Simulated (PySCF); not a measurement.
Spin-rotation constants: `C1(OCC)=[CH][GeH2][CH2]1`, C5H10GeO

Molfile (atoms numbered from 1):
```
C5H10GeO
     RDKit          3D

 17 17  0  0  0  0  0  0  0  0999 V2000
   -2.9705   -0.3102    0.0255 C   0  0  0  0  0  0  0  0  0  0  0  0
   -1.5702    0.1867   -0.2968 C   0  0  0  0  0  0  0  0  0  0  0  0
   -0.6541   -0.5844    0.4588 O   0  0  0  0  0  0  0  0  0  0  0  0
    0.6593   -0.3189    0.3360 C   0  0  0  0  0  0  0  0  0  0  0  0
    1.6460   -0.9646    0.9861 C   0  0  0  0  0  0  0  0  0  0  0  0
    3.0322    0.1019    0.1625 Ge  0  0  0  0  0  4  0  0  0  0  0  0
    1.2727    0.7438   -0.5454 C   0  0  0  0  0  0  0  0  0  0  0  0
   -3.0588   -1.3620   -0.2335 H   0  0  0  0  0  0  0  0  0  0  0  0
   -3.1665   -0.1999    1.0888 H   0  0  0  0  0  0  0  0  0  0  0  0
   -3.7041    0.2611   -0.5363 H   0  0  0  0  0  0  0  0  0  0  0  0
   -1.4744    1.2498   -0.0361 H   0  0  0  0  0  0  0  0  0  0  0  0
   -1.3641    0.0737   -1.3701 H   0  0  0  0  0  0  0  0  0  0  0  0
    1.5206   -1.7716    1.6848 H   0  0  0  0  0  0  0  0  0  0  0  0
    3.8290    1.0824    0.9875 H   0  0  0  0  0  0  0  0  0  0  0  0
    3.9759   -0.5212   -0.8363 H   0  0  0  0  0  0  0  0  0  0  0  0
    0.9556    1.7527   -0.2807 H   0  0  0  0  0  0  0  0  0  0  0  0
    1.0642    0.5926   -1.6047 H   0  0  0  0  0  0  0  0  0  0  0  0
  1  2  1  0
  2  3  1  0
  3  4  1  0
  4  5  2  0
  5  6  1  0
  6  7  1  0
  7  4  1  0
  1  8  1  0
  1  9  1  0
  1 10  1  0
  2 11  1  0
  2 12  1  0
  5 13  1  0
  6 14  1  0
  6 15  1  0
  7 16  1  0
  7 17  1  0
M  END
```

Method: GIAO BHandHLYP/pcSseg-1 magnetisability, rotational g tensor and spin-rotation constants, non-relativistic, gas phase in PySCF 2.14.0. Geometry: GFN2-xTB.

The calculation is non-relativistic, which matters for the atoms heavier than Zn.

Give the nuclear spin-rotation constants along the inertial axes (H = +C I·J) beside the isotropic shieldings.

Rotational constants 7.7956, 0.7111, 0.6649 GHz. A star marks the isotopologue with that one atom substituted, in its own axes.
| atom | isotope | Caa (kHz) | Cbb (kHz) | Ccc (kHz) | mean (kHz) | σ (ppm) |
| --- | --- | --- | --- | --- | --- | --- |
| H8 | 1H | -0.784 | -0.049 | -0.017 | -0.283 | 30.3 |
| H9 | 1H | -0.785 | -0.049 | -0.017 | -0.283 | 30.3 |
| H10 | 1H | -0.376 | -0.028 | -0.079 | -0.161 | 30.9 |
| H11 | 1H | -0.738 | -0.042 | 0.000 | -0.260 | 28.0 |
| H12 | 1H | -0.739 | -0.042 | 0.000 | -0.260 | 28.0 |
| H13 | 1H | -0.768 | 0.055 | -0.078 | -0.264 | 27.3 |
| H14 | 1H | -0.321 | -0.062 | -0.010 | -0.131 | 27.4 |
| H15 | 1H | -0.325 | -0.062 | -0.009 | -0.132 | 27.4 |
| H16 | 1H | -0.763 | -0.046 | -0.015 | -0.275 | 29.7 |
| H17 | 1H | -0.762 | -0.046 | -0.015 | -0.275 | 29.7 |
| C1 | 13C* | 1.026 | 0.096 | 0.103 | 0.408 | 168.6 |
| C2 | 13C* | 1.607 | 0.132 | 0.159 | 0.632 | 122.4 |
| O3 | 17O* | -1.128 | -0.172 | -0.085 | -0.462 | 187.5 |
| C4 | 13C* | 3.649 | 0.319 | 0.157 | 1.375 | 9.7 |
| C5 | 13C* | 2.698 | 0.212 | 0.109 | 1.006 | 84.7 |
| Ge6 | 73Ge* | -2.170 | -0.183 | -0.153 | -0.835 | 1561.6 |
| C7 | 13C* | 1.122 | 0.097 | 0.105 | 0.441 | 166.0 |

For the geometry as given, no vibrational averaging.

How do the rotational constants and the g tensor change when H8, H9, H10, H11, H12, H13, H14, H15, H16, H17 are replaced by deuterium?

Constants 5.7710, 0.6245, 0.5836 GHz; g -0.0513, -0.0033, -0.0035, against -0.0690, -0.0037, -0.0039 before.
